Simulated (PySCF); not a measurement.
Isomers of C4H10OSi, one conformer each. Method used: core-valence-separated Tamm–Dancoff BHandHLYP/aug-pcX-1 (pcseg-1 on H, def2-SVPD on Si) in PySCF, non-relativistic, gas phase, PBE0-D3(BJ)/def2-SVP geometry. No empirical shift is added; at this level the pattern usually sits a few eV under experiment.

P. `C1(CC1)CO[SiH3]`
Q. `CO[C@H]1CC[SiH2]1`
R. `C[C@H]1[SiH2]OCC1`

Main lines, eV (oscillator strength):
1. C K: 285.3 (0.007), 285.4 (0.016), 285.6 (0.015), 285.7 (0.014), 286.0 (0.027); O K: 532.5 (0.007), 533.5 (0.003), 533.9 (0.025), 534.1 (0.008), 534.4 (0.006)
2. C K: 285.8 (0.019), 285.9 (0.016), 286.0 (0.046), 286.5 (0.015), 286.6 (0.013); O K: 532.5 (0.010), 533.8 (0.010), 534.1 (0.008), 534.1 (0.009), 534.4 (0.015)
3. C K: 284.9 (0.011), 285.4 (0.022), 285.7 (0.025), 285.8 (0.012), 286.0 (0.011); O K: 533.6 (0.002), 533.9 (0.017), 534.2 (0.016), 534.4 (0.008), 535.0 (0.006)
Listed: the first five lines at most of each edge with a tenth or more of its strongest line's intensity; roots within 0.03 eV on the same or equivalent atoms are summed. Only the lowest roots were sought, and the top ones are left out.

Which spectrum belongs to which isomer?

1 = R, 2 = P, 3 = Q.
- P: first C line listed at 285.8 eV, hole on the three-membered-ring carbon; first O line listed at 532.5 eV, hole on the silyl ether oxygen.
- Q: first C line listed at 284.9 eV, hole on the sp3 carbon bound to silicon; first O line listed at 533.6 eV, hole on the ether oxygen.
- R: first C line listed at 285.3 eV, hole on the methyl carbon; first O line listed at 532.5 eV, hole on the silyl ether oxygen.

What are the ground-state energies of the isomers at BHandHLYP/aug-pcX-1 (pcseg-1 on H, def2-SVPD on Si), relative to the lowest?

P 111.6, Q 207.3, R 0.0 kJ/mol (electronic energies on these geometries, no dispersion or zero-point terms).
